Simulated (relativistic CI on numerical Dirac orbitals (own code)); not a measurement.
## V4+ in a cubic cluster: 2p photoemission with charge transfer

Computed with a charge-transfer multiplet model of a cubic metal-ligand cluster with up to 2 ligand holes, Slater and spin-orbit integrals from Dirac-Coulomb-Breit ions, Slater integrals scaled by 0.7. The ground state mixes d1 with configurations of k ligand holes L, whose averages lie at kΔ + k(k − 1)U_dd/2; a core hole lowers each added d electron by U_cd. 20 K, Lorentzian 0.6 eV and Gaussian 0.8 eV FWHM.

Atomic integrals in eV (Slater integrals scaled, ζ unscaled), ground: F2dd 7.050, F4dd 4.418, zeta_d 0.029; with the core hole: F2dd 7.050, F4dd 4.418, zeta_d 0.047, zeta_core 4.606, F2cd 5.240, G1cd 4.036, G3cd 2.295. Where a configuration has fewer than two d electrons, the dd integrals are those of d2.

Cluster parameters (eV): Δ = -0.6, U_dd = 5.6, U_cd = 6.9, 10Dq(ligand) = 0.2, V(eg) = 2.4, V(t2g) = -1.26, final-state hopping factor = 1.

```
         Case   n_d    d1   d2L  d3L2     S
10Dq = 1.3 eV  1.94  0.24  0.57  0.18  0.50
10Dq = 1.9 eV  1.94  0.24  0.57  0.18  0.50
10Dq = 2.5 eV  1.95  0.24  0.58  0.19  0.50
```

Weights, n_d and S are thermal averages at 20 K. Binding energies count from the first peak over 30 % of the highest in each spectrum, which can be another peak from case to case. The parameters are a model scan and need not match a compound or its usual spin state. Peaks in eV (height, largest 100):
- 10Dq = 1.3 eV: 0.0 (100), 7.7 (42), 12.3 (13), 19.9 (6)
- 10Dq = 1.9 eV: 0.0 (100), 7.8 (42), 12.4 (13), 19.9 (6)
- 10Dq = 2.5 eV: 0.0 (100), 7.8 (41), 12.3 (13), 19.8 (5)

Curve for 10Dq = 1.3 eV (points under 2 left out, the grid thinned):

E (eV), Intensity and a bar:
```
     -3.3        2.0 
     -2.8        2.8 
     -2.2        4.7 #
     -1.7        8.8 ##
     -1.1       27.1 ########
     -0.6       65.8 ####################
      0.0      100.0 ##############################
      0.5       79.9 ########################
      1.1       38.4 ###########
      1.6       21.6 ######
      2.2       13.7 ####
      2.7       12.0 ###
      3.3       11.3 ###
      3.8       10.1 ##
      4.4        9.2 ##
      4.9        9.3 ##
      5.5       11.0 ###
      6.0       13.4 ###
      6.6       17.6 #####
      7.1       28.5 ########
      7.7       41.9 ############
      8.2       35.0 ##########
      8.7       21.2 ######
      9.3       11.4 ###
      9.8        9.7 ##
     10.4        9.5 ##
     10.9        9.0 ##
     11.5       10.5 ###
     12.0       12.7 ###
     12.6       12.9 ###
     13.1       10.4 ###
     13.7        6.8 #
     14.2        4.9 #
     14.8        3.8 #
     15.3        3.3 
     15.9        2.6 
     16.4        2.1 
     19.1        3.3 
     19.6        5.7 #
     20.2        5.9 #
     20.7        4.2 #
     21.3        3.0 
     21.8        2.6 
     22.4        2.6 
     22.9        2.0
```

For the case 10Dq = 1.9 eV, Δ = -0.6 eV is smaller than U_dd = 5.6 eV, the charge-transfer side of the Zaanen-Sawatzky-Allen scheme (negative Δ: between configuration averages a ligand hole costs less than the nominal valence; multiplet and field energies can change this for the lowest states). With the core hole the average of the configuration with one ligand hole lies at Δ − U_cd = -7.5 eV before mixing: it lies below the unscreened one, so the lowest final states are mostly screened and the unscreened weight appears at higher binding energy as a satellite.

With at most 2 ligand holes the space is cut while the next configuration still counts, so covalency is underestimated, and a final configuration with one more ligand hole, which can lie low, is missing from the spectra.
